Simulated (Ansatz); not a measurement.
Start from `C=CO[SiH2]F` and change one atom or group to get `F[SiH2]O[SiH2]Cl`.

Ansatz, PBE0-D4/def2-TZVP geometries, multiplicity 1. Each molecule was computed in one conformer, which needn't be the lowest.

| property | `C=CO[SiH2]F` |
| --- | --- |
| HOMO–LUMO gap (ωB97M-V/def2-TZVPP) / eV | 11.69 |
| size of the dipole moment (ωB97M-V/def2-TZVPP) / D | 1.27 |
| HOMO energy (ωB97M-V/def2-TZVPP) / eV | -9.52 |
| HOMO–LUMO gap (PBE0/def2-TZVPP) / eV | 7.53 |
| HOMO energy (PBE/def2-TZVPP) / eV | -6.08 |
| LUMO energy (ωB97M-V/def2-TZVPP) / eV | 2.16 |

(1) Give the same properties after the change, and the shifts. (An estimate is asked.)

## Answers

(1) Ansatz gave: 
```
                                          property  `F[SiH2]O[SiH2]Cl`  shift
           HOMO–LUMO gap (ωB97M-V/def2-TZVPP) / eV               13.18   1.49
size of the dipole moment (ωB97M-V/def2-TZVPP) / D                1.33   0.06
             HOMO energy (ωB97M-V/def2-TZVPP) / eV              -11.28  -1.76
              HOMO–LUMO gap (PBE0/def2-TZVPP) / eV                9.20   1.67
                 HOMO energy (PBE/def2-TZVPP) / eV               -7.65  -1.57
             LUMO energy (ωB97M-V/def2-TZVPP) / eV                1.90  -0.26
```

With PBE0 the HOMO falls by 1.79 eV and the LUMO falls by 0.11 eV, so the gap widens by about 1.68 eV. PBE moves the HOMO by -1.57 eV and ωB97M-V by -1.76 eV. Dipoles are sizes alone; their direction can turn.
